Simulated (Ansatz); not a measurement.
One change: `C[SiH2][SiH](C)Cl` becomes `C[SiH](Cl)CF`.

Ansatz, PBE0-D4/def2-TZVP geometries, multiplicity 1. Each molecule was computed in one conformer, which needn't be the lowest.

| property | `C[SiH2][SiH](C)Cl` |
| --- | --- |
| LUMO energy (PBE/def2-TZVPP) / eV | -0.98 |
| HOMO energy (ωB97M-V/def2-TZVPP) / eV | -9.72 |
| HOMO energy (B3LYP/def2-TZVPP) / eV | -7.50 |
| LUMO energy (ωB97M-V/def2-TZVPP) / eV | 1.52 |
| HOMO–LUMO gap (PBE/def2-TZVPP) / eV | 5.54 |
| LUMO energy (B3LYP/def2-TZVPP) / eV | -0.33 |

What does the change do to each property? (Estimate.)

Computed: 
```
                             property  `C[SiH](Cl)CF`  shift
    LUMO energy (PBE/def2-TZVPP) / eV           -0.69   0.29
HOMO energy (ωB97M-V/def2-TZVPP) / eV          -10.75  -1.03
  HOMO energy (B3LYP/def2-TZVPP) / eV           -8.27  -0.77
LUMO energy (ωB97M-V/def2-TZVPP) / eV            2.14   0.62
  HOMO–LUMO gap (PBE/def2-TZVPP) / eV            6.33   0.79
  LUMO energy (B3LYP/def2-TZVPP) / eV            0.05   0.38
```

With PBE0 the HOMO falls by 0.80 eV and the LUMO rises by 0.42 eV, so the gap widens by about 1.22 eV. PBE moves the HOMO by -0.50 eV and ωB97M-V by -1.03 eV.

B3LYP here is the variant with VWN-RPA as its local correlation; programs differ in this.
